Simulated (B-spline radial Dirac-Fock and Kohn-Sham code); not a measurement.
ΔSCF core binding energies without Breit or QED terms, calculated with a B-spline atomic structure program.

A sound run for neutral oxygen in the configuration [He] 2s2 2p4: The ground state converged in 10 iterations, with total energy -74.82499 Ha, virial ratio 1.99851 and highest orbital energy -16.75 eV. ΔSCF binding energies: K (1s) 545.8 eV. Holes are computed only in closed shells, and unreliable hole states are left out.

A second run, with one unsound setting: The ground state converged in 10 iterations, with total energy -73.82049 Ha, virial ratio 1.99018 and highest orbital energy -17.06 eV. ΔSCF binding energies: K (1s) 537.5 eV. Holes are computed only in closed shells, and unreliable hole states are left out.

```
iter   energy (Ha)        error
   1      -72.05178658  8.56e-01
   2      -73.47774351  3.35e-01
   3      -73.77568337  1.08e-01
   4      -73.81577975  3.17e-02
   5      -73.81977629  1.39e-02
   6      -73.82049159  2.77e-04
   7      -73.82049337  1.41e-04
   8      -73.82049342  1.07e-05
   9      -73.82049342  5.24e-07
  10      -73.82049342  2.29e-08
```

Task: Which fault fits the second run best?
A. overfilled shell
B. damping too heavy
C. mesh too coarse
D. speed of light below Z

Result: C. The input had h = 1.3: h is too large to resolve the orbitals.
